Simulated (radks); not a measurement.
Results of a calculation; reference values are marked as such.
Species: O+. Configuration: [He] 2s2 2p3. Level of theory: non-relativistic Kohn-Sham, PBEsol, spin-polarised, spherical densities, point nucleus; open shells are filled with parallel spins first (a radial shooting solver on a logarithmic mesh with Libxc functionals). Some entries of the table are withheld. Estimate them.

| orbital | occ. | eigenvalue (Ry) | <r^2> (bohr^2) | <r> (bohr) |
|---|---|---|---|---|
| 1s up | 1 | (1) | 0.05434 | 0.2005 |
| 1s down | 1 | (2) | 0.05381 | 0.1996 |
| 2s up | 1 | -3.03673 | 1.388 | 1.076 |
| 2s down | 1 | -2.60434 | 1.503 | 1.116 |
| 2p up | 3 | -1.93274 | (3) | 1.085 |
| 2p down | 0 | -1.49929 | (4) | 1.173 |

Answer. 
(1) 1s up eigenvalue (Ry): -39.02964
(2) 1s down eigenvalue (Ry): -38.86347
(3) 2p up <r^2> (bohr^2): 1.495
(4) 2p down <r^2> (bohr^2): 1.776
